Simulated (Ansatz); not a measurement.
`CN[SiH]([SiH3])Cl` → `CN[SiH3]` + `[SiH]Cl` at 298.15 K and 1 bar (silylene formation by 1,1-elimination).

Calculated with Ansatz (gas phase, PBE0-D4/def2-TZVP geometries, no zero-point term in ΔE). CBS: MP2 limit from def2 TZ/QZ plus the TZ coupled-cluster correction, frozen cores. This one scheme is used for every species. Each species was taken in one conformer, which may not be the lowest.

```csv
species,CCSD(T)/CBS energy (Eh),H − E (kJ/mol),S (J/(mol·K))
`CN[SiH]([SiH3])Cl`,-1135.57158,263.4,393.0
`CN[SiH3]`,-386.04948,224.3,300.3
`[SiH]Cl`,-749.43948,30.7,251.4
```

H − E and S are ideal-gas, rigid-rotor, harmonic terms from PBE0-D4/def2-TZVP, for one conformer and one mirror image of each species. 1 Eh = 2625.50 kJ/mol, R = 8.31446 J/(mol·K).

Task: By hand: ΔE, ΔH, ΔS and ΔG.

Result: ΔE = (-386.04948) + (-749.43948) − (-1135.57158) = 0.08262 Eh = 216.9 kJ/mol. Δ(H − E) = 224.3 + 30.7 − 263.4 = -8.4, so ΔH = 208.5 kJ/mol. ΔS = 300.3 + 251.4 − 393.0 = 158.7 J/(mol·K). ΔG = 208.5 − 298.15 × (158.7)/1000 = 161.2 kJ/mol.

Task: By hand: the equilibrium constant, and the temperature at which ΔG would vanish if ΔH and ΔS stayed fixed.

Result: log₁₀ K = −ΔG/(RT ln 10) = -28.2. ΔG = 0 at ΔH/ΔS = 1314 K.

The number of gas molecules changes by +1, which sets the sign of ΔS. A doubt of 5 kJ/mol in ΔE shifts log₁₀ K by 0.9 here. Other conformers and mirror images would add mixing entropy, several J/(mol·K) or more a flexible species. These are equilibria of isolated gas molecules and say nothing of rates. Largest T1 diagnostic: 0.013 (customary marks: 0.02 for closed shells, 0.045 for open ones).
